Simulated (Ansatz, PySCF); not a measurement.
This Ansatz (a quantum-chemistry and plane-wave program) input computes a BLYP/def2-TZVPD energy:

Ansatz 0.2 input:
```yaml
crystal:
  periodic: [false, false, false]
  atoms:
    - {symbol: Sb, position_ang: [-0.61153293, -0.48845125, 0.87283156]}
    - {symbol: I, position_ang: [-1.01210683, 1.89001114, -0.40903937]}
    - {symbol: I, position_ang: [1.60056305, -1.41999201, -0.43085515]}
basis:
  gaussian:
    orbitals: def2-TZVPD
hamiltonian:
  xc: {name: BLYP}
magnetization: {spin_polarized: true, initial_magnetization: 1}
output: {forces: true}
```

### Question
Write an input for the same energy in PySCF and say what it gives.

### Answer

```python
from pyscf import gto, scf, dft

mol = gto.M(
    atom='''
    Sb   -0.61153293   -0.48845125    0.87283156
    I    -1.01210683    1.89001114   -0.40903937
    I     1.60056305   -1.41999201   -0.43085515
    ''',
    basis='def2-tzvpd',
    ecp='def2-tzvp',
    charge=0,
    spin=1,
    verbose=4,
)

mf = dft.UKS(mol, xc='blyp').density_fit(auxbasis='def2-universal-jkfit')
mf.grids.level = 3
mf.conv_tol = 1e-9
mf.max_cycle = 100
mf.max_memory = 1500
mf.kernel()
if not mf.converged:
    mf = mf.newton()
    mf.kernel(mf.make_rdm1())
for _ in range(2):
    mo, _, stable, _ = mf.stability(return_status=True)
    if stable:
        break
    mf.kernel(mf.make_rdm1(mo, mf.mo_occ))
mf.analyze()
```
It gives -835.59794 Eh, and Ansatz -835.59789 Eh, a difference of 0.05 mEh, from the treatment of integrals and grids.

It need not be the lowest isomer of its formula.
